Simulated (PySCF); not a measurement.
What settings do to a single point of Eu2S2

The sound run of Eu2S2 (singlet in the valence; each metal's 4f electrons, 7 of them, lie in its core potential, out of spins and levels) uses PySCF 2.14.0, RKS PBE0, Eu lcecp-0-SVP with ECP53, S def2-SVP; non-relativistic Hamiltonian with scalar-relativistic core potentials where named; density fitting; no spin-orbit coupling, grid (50, 194), threshold 1e-8 Eh and 55 cycles, at the relaxed geometry:

```xyz
4

Eu    0.0000    0.0000    1.8537
Eu    0.0000    0.0000   -1.8537
S     1.9460    0.0000    0.0000
S    -1.9460    0.0000    0.0000
```

There Eu1 has a Mulliken charge of 0.58 e and the dipole about the centre of mass is 0.00 D. Each run below changes one thing and starts from free metal ions and neutral atoms unless it says otherwise; with 55 cycles, smearing, a level shift and second-order steps follow where DIIS fails, and their cycles count. Energy shifts count from the sound run. On f atoms grids over 110 angular points are at least (60, 302).

```
                                          change    outcome  cycles  energy shift (eV)  largest force component (eV/Å)  charge on Eu1 (e)  dipole about the centre of mass (D)
                                  grid (99, 590)  converged      10            -0.0010                            0.01               0.58                                 0.00
charge changed by +5, spin kept, limit 65 cycles    refused       –                  –                               –                  –                                    –
```

(1) One further run converged with energy shift (eV) 0.51, largest force component (eV/Å) 2.76, charge on Eu1 (e) 0.53, dipole about the centre of mass (D) 0.00. Which change was it?
A. spin (2S) set to 1, limit 97 cycles
B. threshold 1e-05
C. all coordinates × 0.94

(2) And the other changes listed?

Forces carry noise of the integration grid, about 0.01 to 0.03 eV/Å.

An lcecp potential fixes the number of 4f electrons, so in runs with it no electron can move into or out of that shell.

Answers

(1) C.

(2) 
| change | outcome | cycles | energy shift (eV) | largest force component (eV/Å) | charge on Eu1 (e) | dipole about the centre of mass (D) |
| --- | --- | --- | --- | --- | --- | --- |
| spin (2S) set to 1, limit 97 cycles | refused | – | – | – | – | – |
| threshold 1e-05 | converged | 9 | 0.0000 | 0.00 | 0.58 | 0.00 |
